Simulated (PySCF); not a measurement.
# Electron correlation in Hf²⁺ (hafnium, charge +2)

[Xe] 4f14 5d1 6p1, one real determinant (an excited configuration). Calculation: PySCF 2.14, in x2c-TZVPPall with one added diffuse shell each of s, p, d, f type (12s8p8d4f1g, 113 functions); the spin-free X2C one-electron Hamiltonian (Gaussian nucleus). Frozen: [Xe] 4f14; 2 electrons correlated.

With two correlated electrons CCSD is exact within the correlated space (frozen core and kept virtual orbitals).

```tsv
level	correlation energy (mhartree)
CCSD	-5.78
```

Diagnostics: T1 = 0.0094, D1 = 0.0148, largest double amplitude 0.302.

The real determinant used has ⟨L²⟩ near 8 against 12 for a pure F term, so it mixes terms. Spin-orbit coupling, absent here, splits the open shell strongly. A double-excitation amplitude exceeds 0.15, a sign of near-degeneracy.

Cost of the coupled-cluster step: roughly 18 core-seconds, for 2 correlated electrons.

The reference is one real determinant that mixes LS terms of this configuration.
